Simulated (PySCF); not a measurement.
**C₆ coefficients of unlike pairs at PBE0**

Calculated with PySCF 2.14 from the dipole response of each species, C₆(A,B) = (3/π) ∫ α_A(iu) α_B(iu) du, in atomic units, from isotropic polarisabilities. For ions this is the dispersion term alone; charge-induced terms of lower order in 1/R come first.

```tsv
species	configuration	basis	relativity	α (bohr³)	C₆ (like pair)
P⁺	[Ne] 3s2 3p2 (3P)	aug-cc-pV(5+d)Z (8s7p6d4f3g2h)	none	14.32	73.80
Ta²⁺	[Xe] 4f14 5d3 (4F)	def2-QZVPPD with the def2 core potential (60 electrons) (7s6p4d3f2g)	core potential	14.19	79.37
C⁺	[He] 2s2 2p1 (2P)	dyall-av2z (11s7p2d)	none	6.063	14.50
Ru	[Kr] 4d7 5s1 (5F)	aug-cc-pwCVTZ-PP with ECP28MDF (8s8p7d4f3g)	core potential	61.77	568.7
```

(1) Estimate C₆ for C⁺ with Ta²⁺.

No spin-orbit coupling is included.

The other pairs:

| pair | C₆ |
| --- | --- |
| Ru, C⁺ | 85.16 |
| C⁺, P⁺ | 32.62 |
| Ru, P⁺ | 194.6 |
| Ru, Ta²⁺ | 197.1 |
| Ta²⁺, P⁺ | 75.39 |

Results:

(1) The integral gives 33.72. The combination rule 2 C_A C_B / (C_A α_B/α_A + C_B α_A/α_B) gives 33.92 and the geometric mean 33.92.
